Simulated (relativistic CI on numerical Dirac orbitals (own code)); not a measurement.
**Mn⁺ in a cubic cluster: L2,3 absorption with charge transfer**

Computed with a charge-transfer multiplet model of a cubic metal-ligand cluster with up to 3 ligand holes, Slater and spin-orbit integrals from Dirac-Coulomb-Breit ions, Slater integrals scaled by 0.9. The parameters are those of a tetrahedral site (10Dq negative, t2 hopping the larger). The ground state mixes d6 with configurations of k ligand holes L, whose averages lie at kΔ + k(k − 1)U_dd/2; a core hole lowers each added d electron by U_cd. 300 K, Lorentzian 0.4 eV and Gaussian 0.3 eV FWHM.

Atomic integrals in eV (Slater integrals scaled, ζ unscaled), ground: F2dd 8.104, F4dd 4.987, zeta_d 0.031; with the core hole: F2dd 8.909, F4dd 5.495, zeta_d 0.046, zeta_core 6.798, F2cd 5.118, G1cd 3.719, G3cd 2.111.

Cluster parameters (eV): U_dd = 6.4, U_cd = 8.1, 10Dq = -0.3, 10Dq(ligand) = 0, V(eg) = 1, V(t2g) = -1.7, final-state hopping factor = 0.9.

| Case | n_d | d6 | d7L | d8L2 | d9L3 | S |
| --- | --- | --- | --- | --- | --- | --- |
| Δ = 2.9 eV | 6.27 | 0.74 | 0.25 | 0.01 | 0.00 | 2.00 |
| Δ = 3.9 eV | 6.21 | 0.80 | 0.20 | 0.01 | 0.00 | 2.00 |
| Δ = 5.9 eV | 6.14 | 0.87 | 0.13 | 0.00 | 0.00 | 2.00 |
| Δ = 6.9 eV | 6.11 | 0.89 | 0.11 | 0.00 | 0.00 | 2.00 |
| Δ = 8.9 eV | 6.08 | 0.92 | 0.07 | 0.00 | 0.00 | 2.00 |

Weights, n_d and S are thermal averages at 300 K. Photon energies count from the first peak over 30 % of the highest in each spectrum, which can be another peak from case to case. The parameters are a model scan and need not match a compound or its usual spin state. Peaks in eV (height, largest 100):
- Δ = 2.9 eV: -1.8 (11), 0.0 (100), 1.6 (30), 2.8 (16), 4.4 (8), 10.0 (27), 10.9 (29), 12.5 (10)
- Δ = 3.9 eV: 0.0 (100), 0.2 (100), 2.0 (32), 3.2 (14), 5.1 (5), 10.3 (29), 11.2 (30), 12.9 (11)
- Δ = 5.9 eV: 0.0 (100), 0.4 (100), 2.4 (34), 3.6 (14), 10.5 (30), 11.3 (30), 13.2 (11)
- Δ = 6.9 eV: 0.0 (99), 0.4 (100), 2.4 (34), 3.7 (14), 10.6 (29), 11.3 (30), 13.3 (11)
- Δ = 8.9 eV: 0.0 (98), 0.4 (100), 2.5 (34), 3.9 (14), 10.7 (29), 11.4 (30), 13.5 (11)

Curve for Δ = 8.9 eV (points under 2 left out, the grid thinned):

(E (eV), Intensity): (-2.6, 2.2), (-2.2, 3.4), (-1.9, 5.9), (-1.5, 9.8), (-1.2, 15.6), (-0.8, 33.8), (-0.5, 55.6), (-0.1, 94.2), (0.2, 97.0), (0.6, 94.3), (0.9, 67.8), (1.3, 59.9), (1.6, 42.8), (2.0, 24.6), (2.3, 29.4), (2.7, 31.8), (3.0, 21.2), (3.4, 12.4), (3.7, 13.2), (4.1, 11.4), (4.4, 6.9), (4.8, 4.2), (5.2, 2.5), (5.5, 2.2), (5.9, 2.1), (6.2, 2.4), (8.3, 2.2), (8.6, 2.6), (9.0, 4.2), (9.3, 7.9), (9.7, 15.2), (10.0, 21.2), (10.4, 26.8), (10.7, 28.6), (11.1, 27.8), (11.4, 30.3), (11.8, 24.4), (12.1, 15.7), (12.5, 11.2), (12.8, 9.4), (13.2, 8.8), (13.5, 10.9), (13.9, 7.6), (14.2, 5.3), (14.6, 2.0)

For the case Δ = 5.9 eV, Δ = 5.9 eV is smaller than U_dd = 6.4 eV, the charge-transfer side of the Zaanen-Sawatzky-Allen scheme. With the core hole the configuration with one ligand hole lies at Δ + U_dd − U_cd = 1.2, 2.2, 4.2, 5.2, 7.2 eV from the one without, in the order of the table; where this is negative the screened configuration lies lower, though the effective hopping of about 2.7 eV (from the holes of the mixed ground state) mixes the two strongly wherever it is as large as the gap.
